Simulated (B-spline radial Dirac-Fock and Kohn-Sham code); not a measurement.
# Binding energies of Sb⁴⁹⁺

System: Sb⁴⁹⁺, 1s2; nuclear rms radius 4.6802 fm (A = 121).

Calculated with a B-spline atomic structure program, using relaxed Dirac-Fock hole states (ΔSCF) with Breit and QED corrections and a finite nucleus. The model has no electron correlation. Energies are counted from the vacuum level.

All terms are in eV, carry their sign (relaxation lowers the binding energy) and add up to the binding energy; ⟨r⟩ is the mean radius of the orbital in the initial state.

```csv
subshell,−ε (Koopmans),relaxation,Breit,self-energy,vacuum polarisation,binding energy,⟨r⟩ (bohr)
1s,35793.9,-1.71,-49.25,-40.81,5.46,35707.6,0.028
```

For the deepest level, K (1s), the Breit terms make up -0.138 % of the binding energy, QED -0.099 % and orbital relaxation -0.005 %.

Going to the tabulated ground configuration of the next ion removes an electron from K (1s), computed at 35707.6 eV. NIST lists 35710.03 ± 0.025 eV as the ionisation energy of this species (theoretical), +2.48 eV from the computed value.
